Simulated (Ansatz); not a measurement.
Ansatz (a first-principles code) input (B3LYP/def2-TZVPD):

Ansatz 0.2 input:
```yaml
crystal:
  periodic: [false, false, false]
  atoms:
    - {symbol: Se, position_ang: [-0.21568477, 0.07062466, 0.20484246]}
    - {symbol: H, position_ang: [-1.33018741, 0.14921132, -0.80206186]}
    - {symbol: O, position_ang: [1.08293369, -0.31880620, -0.77032271]}
basis:
  gaussian:
    orbitals: def2-TZVPD
hamiltonian:
  xc: {name: B3LYP}
magnetization: {spin_polarized: true, initial_magnetization: 1}
output: {forces: true}
```

End of the output:

```
679 factors; their error is unknown
mean field: 0.42 GiB planned
mean field evaluation 1: about -67405.0788 eV, gradient 4.6e1 eV
mean field evaluation 2: about -67276.1975 eV, gradient 1.4e2 eV
mean field evaluation 4: about -67412.6590 eV, gradient 7.7e0 eV
mean field evaluation 8: about -67412.9346 eV, gradient 1.2e-1 eV
mean field evaluation 16: about -67413.1677 eV, gradient 7.2e-4 eV
mean field -67413.16767545 eV, -2477.3882177866 hartree, gradient 4.3e-5 eV, S^2 0.755930; 0 other end points of the search recorded, 0 dependent functions left out
the calculation of the forces begins
reference -67413.16789753 eV, -2477.3882259480 hartree; 22, 21 occupied and 84, 85 virtual orbitals, 679 factors
Total energy: -67413.16789753 eV, -2477.3882259480 hartree
Atom 0 at    -0.215685     0.070625     0.204842 Å, force     0.008254    -0.004393    -0.020029 eV/Å
Atom 1 at    -1.330187     0.149211    -0.802062 Å, force     0.006811    -0.000289     0.007533 eV/Å
Atom 2 at     1.082934    -0.318806    -0.770323 Å, force    -0.015064     0.004682     0.012496 eV/Å
Dipole moment:    -0.494127     0.129517     0.236448 e Å
```

It need not be the lowest isomer of its formula.
